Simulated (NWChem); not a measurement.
System: C5H6; SMILES CC(=C)C#C

Input file for NWChem:

```
start job
memory heap 200 mb stack 900 mb global 1100 mb
geometry units angstroms noautoz
  C     -0.041825    -2.216481     0.000000
  C      0.061728    -1.010239     0.000000
  C      0.118577     0.421330     0.000000
  C      1.297661     1.066148     0.000000
  C     -1.212157     1.143811     0.000000
  H     -0.110496    -3.280283     0.000000
  H      2.240975     0.529738     0.000000
  H      1.340572     2.151628     0.000000
  H     -1.804097     0.869502    -0.881380
  H     -1.804097     0.869502     0.881380
  H     -1.068157     2.228322     0.000000
end
basis spherical
  * library def2-tzvp
end
dft
  xc xcamb88 1.00 lyp 0.81 vwn_5 0.19 hfexch 1.00
  cam 0.33 cam_alpha 0.19 cam_beta 0.46
  iterations 150
  semidirect filesize 400000000
  mulliken
end
task dft energy
```

Parts of the log:

```
             Northwest Computational Chemistry Package (NWChem) 7.3.0
             --------------------------------------------------------

 CS  symmetry detected

                             Geometry "geometry" -> ""
                             -------------------------

 Output coordinates in angstroms (scale by  1.889725989 to convert to a.u.)

  No.       Tag          Charge          X              Y              Z
 ---- ---------------- ---------- -------------- -------------- --------------
    1 C                    6.0000    -0.04814102    -2.21075710     0.00000000
    2 C                    6.0000     0.05675736    -1.00463135     0.00000000
    3 C                    6.0000     0.11520309     0.42687335     0.00000000
    4 C                    6.0000     1.29500559     1.07037580     0.00000000
    5 C                    6.0000    -1.21472422     1.15083820     0.00000000
    6 H                    1.0000    -0.11799854    -3.27448184     0.00000000
    7 H                    1.0000     2.23772069     0.53291396     0.00000000
    8 H                    1.0000     1.33912731     2.15580726     0.00000000
    9 H                    1.0000    -1.80696982     0.87718962    -0.88138000
   10 H                    1.0000    -1.80696982     0.87718962     0.88138000
   11 H                    1.0000    -1.06951465     2.23518791     0.00000000

 Effective nuclear repulsion energy (a.u.)     142.5721289873

      Symmetry information
      --------------------

 Group name             Cs
 Group number              2
 Group order               2
 No. of unique centers    10

                                 NWChem DFT Module
                                 -----------------

 Summary of "ao basis" -> "ao basis" (spherical)
 ------------------------------------------------------------------------------
       Tag                 Description            Shells   Functions and Types
 ---------------- ------------------------------  ------  ---------------------
 C                         def2-tzvp                11       31   5s3p2d1f
 H                         def2-tzvp                 4        6   3s1p

      Symmetry analysis of basis
      --------------------------

        a'        131
        a"         60

            General Information
            -------------------
          SCF calculation type: DFT
          Wavefunction type:  closed shell.
          No. of atoms     :    11
          No. of electrons :    36
           Alpha electrons :    18
            Beta electrons :    18
          Charge           :     0
          Spin multiplicity:     1
          Use of symmetry is: on ; symmetry adaption is: on
          Maximum number of iterations: 150
          AO basis - number of functions:   191
                     number of shells:    79
          Convergence on energy requested:  1.00D-06
          Convergence on density requested:  1.00D-05
          Convergence on gradient requested:  5.00D-04

              XC Information
              --------------
                     Hartree-Fock (Exact) Exchange  1.000
                   CAM-Becke88 Exchange Functional  1.000
                      VWN V Correlation Functional  0.190 local
              Lee-Yang-Parr Correlation Functional  0.810

           Range-Separation Parameters
           ---------------------------
           Alpha           :  0.19
           Beta            :  0.46
           Gamma           :  0.33
           Short-Range HF  :     F

             Grid Information
             ----------------
          Grid used for XC integration:  medium
          Radial quadrature: Mura-Knowles
          Angular quadrature: Lebedev.
          Tag              B.-S. Rad. Rad. Pts. Rad. Cut. Ang. Pts.
          ---              ---------- --------- --------- ---------
          C                   0.70       49          12.0       434
          H                   0.35       45          13.0       434
          Grid pruning is: on
          Number of quadrature shells:   470
          Spatial weights used:  Erf1

      Superposition of Atomic Density Guess
      -------------------------------------

 Sum of atomic energies:        -191.35549621

      Non-variational initial energy
      ------------------------------

 Total energy =    -194.403101
 1-e energy   =    -536.835842
 2-e energy   =     199.860613
 HOMO         =      -0.287345
 LUMO         =      -0.036245

      Symmetry analysis of molecular orbitals - initial
      -------------------------------------------------

  Numbering of irreducible representations:

     1 a'          2 a"

  Orbital symmetries:

     1 a'          2 a'          3 a'          4 a'          5 a'
     6 a'          7 a'          8 a'          9 a'         10 a'
    11 a'         12 a'         13 a"         14 a'         15 a'
    16 a"         17 a'         18 a"         19 a"         20 a'
    21 a'         22 a'         23 a"         24 a'         25 a'
    26 a'         27 a"         28 a'

     ---------------------------------------------
      Total Density - Mulliken Population Analysis
     ---------------------------------------------

    Atom       Charge   Shell Charges
 -----------   ------   -------------------------------------------------------
    1 C    6     6.28   0.86  1.12  0.60  0.49  0.08  1.21  1.45  0.44  0.01  0.00  0.01
    2 C    6     6.02   0.86  1.12  0.60  0.49  0.13  1.20  1.22  0.29  0.02  0.08  0.01
    3 C    6     5.89   0.86  1.12  0.55  0.57  0.08  1.13  1.21  0.22  0.02  0.11  0.01
    4 C    6     6.40   0.86  1.12  0.58  0.66  0.13  1.23  1.30  0.48  0.01  0.03  0.01
    5 C    6     6.51   0.86  1.12  0.55  0.66  0.15  1.26  1.41  0.45  0.01  0.04  0.00
    6 H    1     0.75   0.22  0.42  0.09  0.02
    7 H    1     0.83   0.24  0.45  0.12  0.02
    8 H    1     0.84   0.24  0.45  0.13  0.02
    9 H    1     0.82   0.24  0.44  0.12  0.02
   10 H    1     0.82   0.24  0.44  0.12  0.02
   11 H    1     0.83   0.24  0.44  0.12  0.02

   convergence    iter        energy       DeltaE   RMS-Dens  Diis-err
 ---------------- ----- ----------------- --------- --------- ---------
 d= 0,ls=0.0,diis     1   -193.9489341993 -3.37D+02  5.27D-03  6.55D-01
 d= 0,ls=0.0,diis     2   -194.0032135434 -5.43D-02  1.04D-03  4.03D-02
 d= 0,ls=0.0,diis     3   -194.0041006147 -8.87D-04  4.55D-04  3.23D-02
 d= 0,ls=0.0,diis     4   -194.0076402832 -3.54D-03  1.13D-04  1.81D-03
 d= 0,ls=0.0,diis     5   -194.0078282279 -1.88D-04  4.77D-05  2.76D-04
  Resetting Diis
 d= 0,ls=0.0,diis     6   -194.0078579363 -2.97D-05  1.44D-05  1.46D-05
 d= 0,ls=0.0,diis     7   -194.0078596208 -1.68D-06  1.31D-05  2.53D-06
 d= 0,ls=0.0,diis     8   -194.0078594294  1.91D-07  5.95D-06  4.08D-06

         Total DFT energy =     -194.007859429383
      One electron energy =     -541.665368610086
           Coulomb energy =      234.248387464362
    Exchange-Corr. energy =      -29.163007270962
 Nuclear repulsion energy =      142.572128987303

 Numeric. integr. density =       36.000000724804

                  Occupations of the irreducible representations
                  ----------------------------------------------

                     irrep           alpha         beta
                     --------     --------     --------
                     a'               15.0         15.0
                     a"                3.0          3.0

                       DFT Final Molecular Orbital Analysis
                       ------------------------------------

 Vector   16  Occ=2.000000D+00  E=-3.895863D-01  Symmetry=a"
              MO Center= -6.4D-02, -4.6D-01,  1.1D-13, r^2= 3.1D+00
   Bfn.  Coefficient  Atom+Function         Bfn.  Coefficient  Atom+Function
  ----- ------------  ---------------      ----- ------------  ---------------
    39      0.252262   2 C  pz               42      0.209963   2 C  pz
     8      0.200044   1 C  pz               70      0.181566   3 C  pz
    11      0.156376   1 C  pz               73      0.150288   3 C  pz
   101      0.136011   4 C  pz              132     -0.134679   5 C  pz
   104      0.115114   4 C  pz              175      0.102299   9 H  s

 Vector   17  Occ=2.000000D+00  E=-3.441028D-01  Symmetry=a'
              MO Center= -2.2D-02, -1.5D+00, -1.0D-15, r^2= 1.9D+00
   Bfn.  Coefficient  Atom+Function         Bfn.  Coefficient  Atom+Function
  ----- ------------  ---------------      ----- ------------  ---------------
     6      0.308621   1 C  px               37      0.290534   2 C  px
    40      0.242897   2 C  px                9      0.238630   1 C  px
    12      0.160608   1 C  px               43      0.124849   2 C  px
    68     -0.077296   3 C  px               71     -0.069868   3 C  px
   131     -0.068098   5 C  py              130      0.059974   5 C  px

 Vector   18  Occ=2.000000D+00  E=-3.027765D-01  Symmetry=a"
              MO Center=  4.3D-01, -2.5D-01, -4.8D-14, r^2= 3.6D+00
   Bfn.  Coefficient  Atom+Function         Bfn.  Coefficient  Atom+Function
  ----- ------------  ---------------      ----- ------------  ---------------
   101     -0.257299   4 C  pz                8      0.235517   1 C  pz
   104     -0.221467   4 C  pz               70     -0.196247   3 C  pz
    11      0.183530   1 C  pz              107     -0.175511   4 C  pz
    73     -0.166862   3 C  pz               39      0.165681   2 C  pz
    14      0.141335   1 C  pz               42      0.140780   2 C  pz

 Vector   19  Occ=0.000000D+00  E= 1.138842D-02  Symmetry=a"
              MO Center=  5.4D-01, -2.9D-02, -2.3D-15, r^2= 4.3D+00
   Bfn.  Coefficient  Atom+Function         Bfn.  Coefficient  Atom+Function
  ----- ------------  ---------------      ----- ------------  ---------------
   107      0.546636   4 C  pz               76     -0.431616   3 C  pz
    14      0.372208   1 C  pz              101      0.263190   4 C  pz
    70     -0.236897   3 C  pz              104      0.208714   4 C  pz
     8      0.202685   1 C  pz               45     -0.200994   2 C  pz
    73     -0.198821   3 C  pz               11      0.148574   1 C  pz

 Vector   20  Occ=0.000000D+00  E= 8.095445D-02  Symmetry=a'
              MO Center= -4.4D-01, -7.8D-01, -5.2D-16, r^2= 6.2D+00
   Bfn.  Coefficient  Atom+Function         Bfn.  Coefficient  Atom+Function
  ----- ------------  ---------------      ----- ------------  ---------------
   129      3.652540   5 C  s                 5     -1.651017   1 C  s
    44     -1.389079   2 C  py               75     -1.103154   3 C  py
   188     -1.076869  11 H  s               176     -0.909628   9 H  s
   182     -0.909628  10 H  s                12     -0.804947   1 C  px
    13     -0.679851   1 C  py               43      0.624027   2 C  px

 Vector   21  Occ=0.000000D+00  E= 8.587058D-02  Symmetry=a'
              MO Center= -5.5D-01,  8.2D-01,  1.3D-15, r^2= 8.3D+00
   Bfn.  Coefficient  Atom+Function         Bfn.  Coefficient  Atom+Function
  ----- ------------  ---------------      ----- ------------  ---------------
   129      5.480825   5 C  s                67     -2.508674   3 C  s
   176     -1.621167   9 H  s               182     -1.621167  10 H  s
   188     -1.509839  11 H  s                35     -1.255749   2 C  s
     4      1.239717   1 C  s               170     -1.154564   8 H  s
    44      1.122024   2 C  py               74      1.073205   3 C  px

     ---------------------------------------------
      Total Density - Mulliken Population Analysis
     ---------------------------------------------

    Atom       Charge   Shell Charges
 -----------   ------   -------------------------------------------------------
    1 C    6     6.13   0.86  1.12  0.57  0.43  0.01  1.31  1.29  0.53  0.01 -0.01  0.01
    2 C    6     6.06   0.86  1.11  0.59  0.46  0.10  1.32  1.19  0.35  0.02  0.06  0.01
    3 C    6     6.04   0.85  1.12  0.52  0.61  0.14  1.32  1.08  0.25  0.02  0.12  0.01
    4 C    6     6.26   0.85  1.12  0.54  0.63  0.13  1.32  1.14  0.48  0.02  0.03  0.00
    5 C    6     6.34   0.85  1.12  0.51  0.64  0.18  1.36  1.22  0.42  0.02  0.03  0.00
    6 H    1     0.80   0.26  0.45  0.06  0.02
    7 H    1     0.87   0.27  0.48  0.09  0.02
    8 H    1     0.88   0.27  0.48  0.10  0.02
    9 H    1     0.87   0.27  0.47  0.10  0.02
   10 H    1     0.87   0.27  0.47  0.10  0.02
   11 H    1     0.88   0.27  0.48  0.11  0.02

     -------------------------------------------
      Total Density - Lowdin Population Analysis
     -------------------------------------------

    Atom       Charge   Shell Charges
 -----------   ------   -------------------------------------------------------
    1 C    6     6.09   0.91  1.03  0.37  0.38  0.19  1.12  1.27  0.64  0.01  0.12  0.04
    2 C    6     6.07   0.91  1.03  0.35  0.34  0.17  1.12  1.21  0.58  0.02  0.31  0.05
    3 C    6     6.22   0.91  1.03  0.32  0.30  0.16  1.11  1.24  0.55  0.03  0.49  0.06
    4 C    6     6.15   0.91  1.04  0.37  0.35  0.18  1.13  1.30  0.62  0.02  0.21  0.03
    5 C    6     6.25   0.91  1.04  0.36  0.34  0.17  1.15  1.38  0.62  0.02  0.23  0.02
    6 H    1     0.87   0.24  0.39  0.17  0.07
    7 H    1     0.87   0.25  0.39  0.17  0.06
    8 H    1     0.87   0.25  0.39  0.17  0.06
    9 H    1     0.87   0.25  0.39  0.16  0.06
   10 H    1     0.87   0.25  0.39  0.16  0.06
   11 H    1     0.87   0.25  0.39  0.17  0.06

     Multipole analysis of the density
     ---------------------------------

     L   x y z        total         alpha         beta         nuclear
     -   - - -        -----         -----         ----         -------
     0   0 0 0     -0.000000    -18.000000    -18.000000     36.000000

     1   1 0 0     -0.104379     -0.052190     -0.052190     -0.000000
     1   0 1 0      0.183807      0.091904      0.091904      0.000000
     1   0 0 1     -0.000000     -0.000000     -0.000000      0.000000

     2   2 0 0    -22.422447    -71.057175    -71.057175    119.691904
     2   1 1 0      0.197372      1.123974      1.123974     -2.050576
     2   1 0 1      0.000000      0.000000      0.000000      0.000000
     2   0 2 0    -18.897527   -140.655435   -140.655435    262.413344
     2   0 1 1      0.000000      0.000000      0.000000      0.000000
     2   0 0 2    -24.830657    -15.189441    -15.189441      5.548225
```

Level: CAM-B3LYP/def2-TZVP. Structure relaxed at the B3LYP/6-31G* (spherical d) level.
